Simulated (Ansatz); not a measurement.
N-ethyl-methylboronamidic acid (C₃H₁₀BNO), SMILES B(C)(NCC)O.

Geometry optimised at B3LYP-D3(BJ)/def2-SVP. The values are those of a single conformer.

Two levels are set side by side: PBE/def2-SVPD (Ansatz, a program for electronic structure) and PBE0/def2-SVPD (Ansatz). Energy differences of separate SCF runs at the same geometry; the states with an electron removed or added have multiplicity 2 and 2. Differences are taken from unrounded values.

```
quantity                           PBE0   PBE  PBE minus PBE0
---------------------------------  ----  ----  --------------
vertical ionisation energy (eV)    9.03  8.86           -0.17
vertical singlet–triplet gap (eV)  6.01  5.68           -0.33
```
